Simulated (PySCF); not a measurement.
Dissociation curve of HI, singlet.

Level of theory: CCSD(T) on UHF/def2-TZVP, 4 core orbitals frozen, def2 effective core potentials past Kr in PySCF.

Relative to R = 1.61 Å, what are the energies at R = 1.28, 2.19, 2.42, 6.44 Å?

182.1 kJ/mol at 1.28 Å, 143.8 kJ/mol at 2.19 Å, 210.6 kJ/mol at 2.42 Å, 317.5 kJ/mol at 6.44 Å.

The unrestricted determinant behind UCCSD(T) is spin-contaminated at 2.19 to 6.44 Å (<S²> up to 1.0, against 0.00 for a pure singlet).
